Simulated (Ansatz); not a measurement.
Program: Ansatz. Geometries: PBE0-D4/def2-TZVP. ΔE: electronic, gas phase. CBS: MP2 limit from def2 TZ/QZ plus the TZ coupled-cluster correction, frozen cores. This one scheme is used for every species, atoms too. Functionals use def2-TZVPP. HSE06 is defined as in plane-wave codes. Open shells (•) are unrestricted, without spin–orbit coupling. Spin–orbit coupling would lower the free atoms: a little for Si; clearly for Se. For Se outer-core shells are correlated without core-valence functions, so the limit isn't a true one: a few kJ/mol of doubt a bond, and 10 to 20 or more in all where bonds break to atoms. Scalar relativity is left out up to krypton. One conformer a species, not always the lowest.

Consider the atomization: `P[Se][SiH2][SeH]` → 5 H• + P• + 2 Se• + Si•.

```tsv
level	ΔE (kJ/mol)
revPBE-D4	2426.9
B97M-V	2476.7
HSE06-D4	2445.6
BHLYP-D4	2407.2
ωB97X-V	2492.7
PBE	2446.3
LC-ωPBE	2380.4
MP2/def2-TZVPP	2369.1
```

Task: What does CCSD(T)/CBS give? (Best estimate.)

Result: The calculation gave: +2473.7 kJ/mol. The listed levels differ from it by -46.8, 3.0, -28.1, -66.5, 19.0, -27.4, -93.3, -104.6 kJ/mol.

Largest T1 diagnostic among the species: 0.012.

At CCSD(T), def2-SVP lies −264.7 kJ/mol from the extrapolated value and def2-TZVPP −97.4 kJ/mol: correlation converges slowly with the basis, and small sets miss more of it in the bonded molecule than in its fragments. In def2-TZVPP, CCSD(T) changes the Hartree–Fock value by +691.4 kJ/mol (the triples alone add +43.6 kJ/mol) and MP2 by +684.1 kJ/mol; breaking electron pairs costs correlation energy, which Hartree–Fock lacks.

For atomizations the MP2-based limit and the directly extrapolated one differ by several kJ/mol either way, and by 10 to 25 for some Ge, Se and Sn compounds, so smaller differences from it don't rank the levels.
